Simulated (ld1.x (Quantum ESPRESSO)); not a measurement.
**What one change does to a pseudopotential (Er, RRKJ)**

ld1.x (Quantum ESPRESSO) 7.5 input, shortened:

```
&input
   title='Er', zed=68., rel=1, dft='PBE', iswitch=3,
   config='[Xe] 4f12 5d0 6s0 6p0'
 /
 &inputp
   pseudotype=2, tm=.false., lloc=2,
   nlcc=.true., rcore=0.55
 /
4
5S  1  0   2.00   0.00  2.00  2.00  0.0
5P  2  1   6.00   0.00  2.40  2.40  0.0
4F  4  3  12.00   0.00  0.70  0.70  0.0
5D  3  2   0.00   0.00  2.50  2.50  0.0
 &test
   configts(1)='4f12 5s2 5p6 5d0 6s0 6p0'
 /
```

Change: wave 5s (bound): rc 2.00 bohr becomes 5s (bound): rc 2.78 bohr.

Cutoffs: the cutoffs (Ry, on a coarse ladder) from which the occupation-weighted sum of valence levels, in a spherical-Bessel basis at the reference potential, stays within 10 and 1 mRy of its value at 400 Ry; they do not see the model core or the augmentation charge, which bear on the density cutoff. Errors are all-electron minus pseudo energies relative to the spin-unpolarised reference configuration.

**Question.** Predict the effect on cutoff, ghosts and configuration errors.

**Answer.** Of the 7 tests that both files solve, the error grows in 3 and shrinks in 2 by more than 15 % and 0.3 meV (median size 325.4 → 453.3 meV); neither file shows a bound ghost.

```csv
quantity,base,changed
"cutoff, loose",over 300 Ry,over 300 Ry
"cutoff, tight",over 300 Ry,over 300 Ry
loose cutoff by channel (10 mRy a level),"s 21 Ry, p 15 Ry, f over 300 Ry","s 8 Ry, p 15 Ry, f over 300 Ry"
bound ghosts,none,none
"error for 4f12 5s2 5p6 5d0 6s2 6p0, meV [ΔE -18.34 eV]",-556,+632
"error for 4f12 5s2 5p6 5d0 6s1 6p0, meV [ΔE -11.95 eV]",-386,+458
"error for 4f11 5s2 5p6 5d0 6s0 6p0, meV [ΔE 26.21 eV]",-56,+31
"error for 4f12 5s2 5p6 5d0.5 6s1.5 6p0, meV [ΔE -16.87 eV]",-402,+463
"error for 4f10 5s2 5p6 5d0 6s0 6p0, meV [ΔE 71.87 eV]",-325,+147
"error for 4f12 5s2 5p6 5d0 6s1 6p1, meV [ΔE -15.54 eV]",-209,+453
"error for 4f12 5s2 5p6 5d0 6s0 6p2, meV [ΔE -12.57 eV]",+226,+226
```
